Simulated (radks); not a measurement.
Results of a calculation; reference values are marked as such.
Task: Radial electron density D(r) = 4 pi r^2 rho(r) of an atom or ion with 31 electrons. Code: a radial shooting solver on a logarithmic mesh with Libxc functionals. Model: non-relativistic Kohn-Sham, r2SCAN, spin-polarised, spherical densities, point nucleus; meta-GGA in the generalised Kohn-Sham scheme.

| r (bohr) | D(r) (e/bohr) | spin D(r) |
|---|---|---|
| 0.006508 | 7.251 | 0.0000586 |
| 0.008543 | 11.02 | 0.000114 |
| 0.0113 | 16.26 | 0.000241 |
| 0.01496 | 22.75 | 0.000542 |
| 0.01979 | 29.64 | 0.00127 |
| 0.02597 | 35.15 | 0.00291 |
| 0.03437 | 37.59 | 0.00665 |
| 0.04547 | 35.76 | 0.0142 |
| 0.05968 | 31.80 | 0.0268 |
| 0.07897 | 30.48 | 0.0441 |
| 0.1045 | 35.51 | 0.0569 |
| 0.1383 | 42.58 | 0.0473 |
| 0.1815 | 41.74 | 0.00785 |
| 0.2401 | 30.76 | -0.0326 |
| 0.3177 | 21.58 | -0.0107 |
| 0.4203 | 23.34 | 0.0651 |
| 0.5517 | 26.77 | 0.0713 |
| 0.73 | 21.55 | -0.0201 |
| 0.9659 | 11.60 | -0.00364 |
| 1.278 | 4.676 | 0.314 |
| 1.678 | 2.072 | 0.802 |
| 2.22 | 1.409 | 1.14 |
| 2.937 | 1.058 | 1.02 |
| 3.855 | 0.5866 | 0.584 |
| 5.1 | 0.1937 | 0.194 |
| 6.749 | 0.03348 | 0.0335 |
| 8.929 | 0.002666 | 0.00267 |

What is the nuclear charge?

Result: Z = 31. The innermost maximum, from 1s, lies near 1/Z = 0.0323 bohr (found: 0.0349), and its height grows with Z. The density is that of neutral gallium in [Ar] 3d10 4p3; the configuration itself is not fixed sharply by these data, and Z only to about a unit. D(r) has 3 maxima, at r = 0.0349, 0.156, 0.547 bohr, and minima at 0.0735, 0.344 bohr, inside which lie 2.10, 10.95 electrons.
